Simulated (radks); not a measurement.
Q: These are the eigenvalues of the occupied orbitals of an atom or ion with whole-number occupations (hartree). Method: scalar-relativistic Kohn-Sham, PBE, spin-polarised, spherical densities, finite nucleus; Fermi nuclear charge, rms radius of each element as measured or else 0.836 A^(1/3) + 0.57 fm; computed with a radial shooting solver on a logarithmic mesh with Libxc functionals.

1s up: -2883.156
1s down: -2883.154
2s up: -508.3498
2s down: -508.3346
2p up: -440.9845
2p down: -440.9718
3s up: -121.1575
3s down: -121.1239
3p up: -101.5299
3p down: -101.4953
3d up: -80.20378
3d down: -80.17177
4s up: -27.74035
4s down: -27.67874
4p up: -21.28007
4p down: -21.22098
4d up: -13.42966
4d down: -13.36942
5s up: -5.59818
5s down: -5.48583
4f up: -4.70802
4f down: -4.64109
5p up: -3.84604
5p down: -3.71707
5d up: -1.81473
5d down: -1.66785
6s up: -1.40105
6p up: -1.00819

Which element is it, and in what charge state? The configuration may be excited. Open shells, if any, are filled with parallel spins first.

A: Z = 78, platinum, charge +3: Pt3+ in [Xe] 4f13 5d6 6s1 6p1. The list shows which subshells hold electrons but not how many an open one holds; the 1s level, -2883.2 hartree, gives Z - s = 75.9 by -(Z - s)^2/2, which with screening and relativity narrows Z to a few neighbours, and the depths of the outer levels then fix element, charge and occupations together.
